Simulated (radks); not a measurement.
Values are calculated unless marked as measured or tabulated.
Spin polarisation of the 4p4 shell in neutral selenium. Start: [Ar] 3d10 4s2 4p(up 2, down 2); electrons of 4p are moved from spin down to spin up, other shells keep equal spins. Code: a radial shooting solver on a logarithmic mesh with Libxc functionals. Model: scalar-relativistic Kohn-Sham, r2SCAN, spin-polarised, spherical densities, finite nucleus; meta-GGA in the generalised Kohn-Sham scheme; Fermi nuclear charge, rms radius of each element as measured or else 0.836 A^(1/3) + 0.57 fm.

moment (Bohr magnetons)	E - E(0) (eV)	e(4p up) (eV)	e(4p down) (eV)	4s down minus up (eV)	3d down minus up (eV)	3p down minus up (eV)
0	0.000	-6.747	-6.747	0.000	0.000	0.000
0.5	-0.059	-6.972	-6.497	0.513	0.058	0.038
1	-0.238	-7.176	-6.220	1.028	0.115	0.077
1.5	-0.538	-7.358	-5.914	1.550	0.173	0.115
2	-0.962	-7.522	-5.573	2.080	0.230	0.153

At moment 2 the spin-polarisation energy is -0.962 eV and the 4p exchange splitting 1.948 eV, that is 0.974 eV per Bohr magneton; E = -I m^2/4 would give I = 0.962 eV.
